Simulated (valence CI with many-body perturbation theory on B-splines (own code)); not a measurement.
## Ir⁶³⁺: one-electron terms

Calculated by valence CI with perturbative core correlation (CI+MBPT): four valence electrons over a frozen Dirac-Fock core [Ne], radial functions for each j: 11 s, 11 p, 9 d, 7 f, 5 g, 2 h, 1 i, with the one-electron correlation potential Σ1 (screened to all orders), the two-electron term Σ2, the three-electron term Σ3, Breit, model QED; selected single and double excitations, second order for the rest (own B-spline code, finite nucleus).

The last digits are not significant, and no measured levels were compared; by estimate large intervals hold to a few tenths of a per cent, small ones and those within an open d or f shell to about a per cent.

These are the spectroscopic orbitals of the CI (the correlating ones are not listed), shaped by the core and the other valence electrons. h is the expectation value of the core's Dirac-Fock operator, without the valence repulsion; Σ1 is computed up to l = 3 at one energy for each symmetry, that of its lowest orbital but kept below the first core excitation, so for empty shells it is not the orbital's own correlation shift; Breit and QED include the response of the core.

| Orbital | h (hartree) | Σ1 (cm⁻¹) | Breit (cm⁻¹) | QED (cm⁻¹) | ⟨r⟩ (bohr) |
| --- | --- | --- | --- | --- | --- |
| 3s1/2 | -288.94 | -7560 | 55029 | 46913 | 0.1754 |
| 4s1/2 | -156.95 | -2557 | 21297 | 18817 | 0.3254 |
| 5s1/2 | -98.287 | -1175 | 10136 | 9206 | 0.5234 |
| 6s1/2 | -67.255 | -642 | 5666 | 5186 | 0.7678 |
| 3p1/2 | -282.65 | -9926 | 92596 | 3656 | 0.1645 |
| 4p1/2 | -154.33 | -3290 | 35888 | 1482 | 0.3169 |
| 5p1/2 | -96.977 | -1519 | 17273 | 738 | 0.5166 |
| 6p1/2 | -66.509 | -833 | 9700 | 419 | 0.7627 |
| 3p3/2 | -265.89 | -8182 | 49369 | 7287 | 0.1764 |
| 4p3/2 | -147.47 | -2849 | 19336 | 2957 | 0.3328 |
| 5p3/2 | -93.53 | -1343 | 10494 | 1479 | 0.5364 |
| 6p3/2 | -64.541 | -745 | 5940 | 844 | 0.7865 |
| 3d3/2 | -258.58 | -10350 | 41959 | -1140 | 0.1505 |
| 4d3/2 | -144.67 | -2946 | 15269 | -338 | 0.3096 |
| 5d3/2 | -92.156 | -1319 | 7265 | -146 | 0.5155 |
| 3d5/2 | -254.73 | -8892 | 20115 | 900 | 0.1541 |
| 4d5/2 | -143.02 | -2517 | 7197 | 489 | 0.3141 |
| 5d5/2 | -91.307 | -1130 | 3533 | 269 | 0.5210 |
| 4f5/2 | -141.53 | -2510 | 1572 | -254 | 0.2731 |
| 5f5/2 | -90.567 | -1220 | 1073 | -133 | 0.4815 |
| 4f7/2 | -140.82 | -2348 | 485 | 135 | 0.2753 |
| 5f7/2 | -90.198 | -1134 | 328 | 66.1 | 0.4841 |
| 5g7/2 | -90.056 |  | 36.6 | -64.0 | 0.4252 |
| 5g9/2 | -89.84 |  | 8.1 | 48.7 | 0.4268 |

Among the shells of the start configuration 3s2 3p2, Σ1 is largest in size for 3p1/2, where it is 0.016 % of h.

Lowest root of each symmetry, sizes in configuration state functions:

```csv
J,Parity,Roots,Reference,Variational,Second order,Change by selected CI (cm⁻¹),Change by second order (cm⁻¹)
0,even,8,39,16619,34861,-12392,0
1,even,11,69,39996,125038,-10702,-4
2,even,16,97,39997,202091,-11742,-37
3,even,10,70,39999,204577,-14884,-44
4,even,6,51,40000,164301,-13839,-41
5,even,2,19,23139,75229,-13272,-17
0,odd,4,28,12501,27024,-10763,-2
1,odd,8,72,33471,64447,-13187,-4
2,odd,10,83,39997,148807,-10571,-9
3,odd,6,67,40000,141393,-16652,-16
4,odd,2,41,29029,129812,-14105,-11
```
